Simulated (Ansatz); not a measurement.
A nudged elastic band was laid between two geometries of BF2HO + ClH (7 atoms, charge 0, multiplicity 1).

Method: RKS PBE-D4/def2-SVP in Ansatz.

- movable images: 7
- climbing image: yes
- spring: 5.0 eV/Å²
- optimiser: quadratic models (default)
- start path: through a guess of the saddle point
- force threshold: 0.03 eV/Å
- iteration limit: 60
- end points: relaxed

Image 0:

```xyz
7
Properties=species:S:1:pos:R:3
B -0.068 -0.342 0.055
O -0.075 -0.244 1.419
H -0.972 -0.356 1.785
F 1.081 -0.212 -0.591
F -1.186 -0.582 -0.633
Cl 0.146 2.929 1.235
H 0.315 1.692 1.623
```

Image 8:

```xyz
7
Properties=species:S:1:pos:R:3
B 0.020 0.442 0.001
O 0.033 -0.036 1.673
H -0.839 -0.455 1.830
F 1.127 -0.122 -0.515
F -1.178 -0.060 -0.412
Cl 0.073 2.279 0.189
H 0.004 0.837 2.128
```

(1) What changes between the two ends?

(2) What energy profile does the band end with?

(3) What is the geometry of the highest image?

(4) What are the harmonic wavenumbers there?

The band took 11 iterations and about 2.7 core-minutes.

Answers

(1) Bonds broken: Cl6–H7. Bonds formed: B1–Cl6, O2–H7. BF2HO + ClH becomes BClF2H2O.

(2) It converged. The highest image is number 5 of 0 to 8, 59.9 kJ/mol above the first end and 49.6 kJ/mol above the last; the last end lies 10.4 kJ/mol above the first. A vibrational analysis at the climbing image gives one clearly imaginary mode, 794i cm⁻¹: a first-order saddle point. The orbitals stay closed-shell, which can raise the energy where a bond breaks towards radicals; this wasn't checked here.

```
image  path coordinate (Å)  energy (kJ/mol)  Cl6–H7 (Å)  B1–Cl6 (Å)  O2–H7 (Å)
    0                 0.00              0.0        1.31        3.48       1.99
    1                 0.30              0.4        1.31        3.29       2.03
    2                 0.60              2.5        1.31        3.06       1.99
    3                 0.90             11.2        1.32        2.78       1.81
    4                 1.21             36.4        1.38        2.47       1.56
    5                 1.51             59.9        1.53        2.22       1.27
    6                 1.79             38.6        1.78        2.03       1.07
    7                 2.07             15.8        2.08        1.90       1.00
    8                 2.35             10.4        2.42        1.85       0.98
```

(3) 
```xyz
7
Properties=species:S:1:pos:R:3
B 0.002 0.140 0.126
O 0.011 -0.091 1.604
H -0.872 -0.398 1.895
F 1.146 -0.146 -0.491
F -1.171 -0.112 -0.474
Cl 0.075 2.307 0.595
H 0.050 1.183 1.639
```

(4) 794i, 201, 245, 356, 407, 447, 531, 640, 885, 942, 1104, 1227, 1426, 1539, 3680 cm⁻¹.

The run took 85 s on 2 threads of Arm Neoverse V2 (shared host), peak memory 0.11 GiB.
